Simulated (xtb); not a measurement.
C2H6BFO, SMILES CB(F)CO. All values are semi-empirical tight-binding results from xtb (GFN2-xTB unless named), good for trends rather than for accurate numbers. Geometry optimised at GFN2-xTB. This is a generated structure with no PubChem entry under its InChIKey; it may be hypothetical. The values are those of a single conformer.

The geometry has at least one imaginary mode, so it is a saddle point at that level.

Computed properties:
* **point group as xtb finds it**: Cs
* **orbital gap**: 4.99 eV
* **dipole moment**: 1.56 D
* **static polarisability (D4 model)**: 44.7 bohr³
* **solvation energy, GFN2-xTB/ALPB(water)**: -5.2 kcal/mol
* **solvation energy, GFN2-xTB/ALPB(methanol)**: -5.6 kcal/mol

Problem. Give the IR lines (harmonic; lines under 4 % of the strongest left out, lines within 3 cm⁻¹ merged). (An estimate is asked for; the answer gives what the named calculation found.)

Solution. ν (cm⁻¹): 82 (w), 293 (m), 367 (m), 877 (s), 1066 (m), 1149 (vs), 1184 (s), 1198 (w), 1271 (s), 1353 (m), 1377 (m), 1454 (w), 2832 (m), 2871 (m), 3022 (w), 3053 (w) (against the strongest line: vs over 80 %, s over 45 %, m over 15 %, w over 4 %, vw less). 1 imaginary mode(s) remain.
